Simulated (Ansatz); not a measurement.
Cost and result for the atomization energy of BClFH4NSn, SMILES `N[BH][SnH]([F])[Cl]` (9 atoms, 8 bonds).

```xyz
9

N    -1.117    1.198    0.241
B    -0.379    0.655   -0.784
Sn    0.775   -1.148   -0.110
F     0.143   -1.179    1.730
Cl    3.055   -0.702    0.095
H    -1.682    2.026    0.135
H    -1.125    0.807    1.173
H    -0.364    1.120   -1.881
H     0.694   -2.777   -0.598
```

The species carries charge 0 and has multiplicity 1. Correlated methods include outer-core shells of Sn, which these sets cover unevenly. Sn: def2 effective core potential. The structure was optimised at the PBE0-D4/def2-TZVP level. It is one conformer, not always the lowest. Program: Ansatz. All runs use 4 threads of a server CPU on a shared host. Times are those of one run each, without the atoms' runs, and a repeat can differ threefold. Electronic energies, without spin–orbit coupling; frozen cores. CCSD(T)/CBS adds CCSD(T) − MP2 in def2-TZVPP to the MP2 limit, and its time is that of the two runs behind it. T1 = 0.014. With those shells the extrapolation isn't a true limit. B3LYP takes the VWN-RPA correlation (the form of Gaussian; ORCA's B3LYP/G).

CCSD(T)/CBS is a level of theory with its own doubt, some kJ/mol a heavy atom from the limit and from the frozen cores, so smaller differences don't rank the functionals.

```json
{"level": "BLYP-D4/def2-TZVPP", "functions": "241", "wall time": "2 s"}
{"level": "PBE-D4/def2-TZVPP (with forces)", "functions": "241", "wall time": "2.3 s"}
{"level": "BHLYP-D4/def2-TZVPP", "functions": "241", "wall time": "3.2 s"}
{"level": "CAM-B3LYP-D4/def2-TZVPP", "functions": "241", "wall time": "3.6 s"}
{"level": "r2SCAN-D4/def2-TZVPP (with forces)", "functions": "241", "wall time": "4.4 s"}
{"level": "B3LYP-D4/def2-TZVPP (with forces)", "functions": "241", "wall time": "4.6 s"}
{"level": "r2SCANh-D4/def2-TZVPP", "functions": "241", "wall time": "5.5 s"}
{"level": "PBE-QIDH/def2-TZVPP", "functions": "241", "wall time": "5.5 s"}
{"level": "CCSD(T)/def2-SVP", "functions": "106", "wall time": "7 s"}
{"level": "B97M-V/def2-TZVPP", "functions": "241", "wall time": "8.5 s"}
{"level": "MP2/def2-QZVPP", "functions": "443", "wall time": "18 s"}
{"level": "CCSD(T)/def2-TZVPP", "functions": "241", "wall time": "3.8 min"}
{"level": "CCSD(T)/CBS(def2)", "functions": "–", "wall time": "4.1 min"}
```

Question: What atomization energy does each give, and how far from CCSD(T)/CBS? (Estimate.)

Answer: The calculation gave: 
| level | atomization (kJ/mol) | difference from CCSD(T)/CBS | per bond |
| --- | --- | --- | --- |
| BLYP-D4/def2-TZVPP | 2975.9 | -8.0 | -1.0 |
| PBE-D4/def2-TZVPP (with forces) | 3032.8 | 48.9 | 6.1 |
| BHLYP-D4/def2-TZVPP | 2873.0 | -110.9 | -13.9 |
| CAM-B3LYP-D4/def2-TZVPP | 2988.6 | 4.7 | 0.6 |
| r2SCAN-D4/def2-TZVPP (with forces) | 2979.3 | -4.6 | -0.6 |
| B3LYP-D4/def2-TZVPP (with forces) | 2968.3 | -15.6 | -1.9 |
| r2SCANh-D4/def2-TZVPP | 2952.7 | -31.2 | -3.9 |
| PBE-QIDH/def2-TZVPP | 2934.5 | -49.4 | -6.2 |
| CCSD(T)/def2-SVP | 2752.3 | -231.6 | -28.9 |
| B97M-V/def2-TZVPP | 3007.6 | 23.7 | 3.0 |
| MP2/def2-QZVPP | 2996.1 | 12.2 | 1.5 |
| CCSD(T)/def2-TZVPP | 2879.9 | -104.0 | -13.0 |
| CCSD(T)/CBS(def2) | 2983.9 | 0.0 | 0.0 |

From BLYP to BHLYP (50 % exact exchange), in def2-TZVPP and without D4, the atomization energy moves by −88.5 kJ/mol: exact exchange takes away binding that semilocal exchange gives to molecules. In def2-TZVPP, CCSD(T) changes the Hartree–Fock value by +777.6 kJ/mol (the triples alone add +53.3 kJ/mol) and MP2 by +830.8 kJ/mol; breaking electron pairs costs correlation energy, which Hartree–Fock lacks. The D4 term adds +32.4 kJ/mol with B3LYP and +17.1 kJ/mol with PBE0; it sums over pairs of atoms, weighted by their polarisabilities, and B3LYP, whose exchange is more repulsive, gets the larger term.

Spin–orbit coupling would lower the free Sn atoms strongly, and the atomization energy with them, by more than many differences here. For some Ge, Se and Sn compounds the MP2-based and the directly extrapolated limit differ by 10 to 25 kJ/mol.
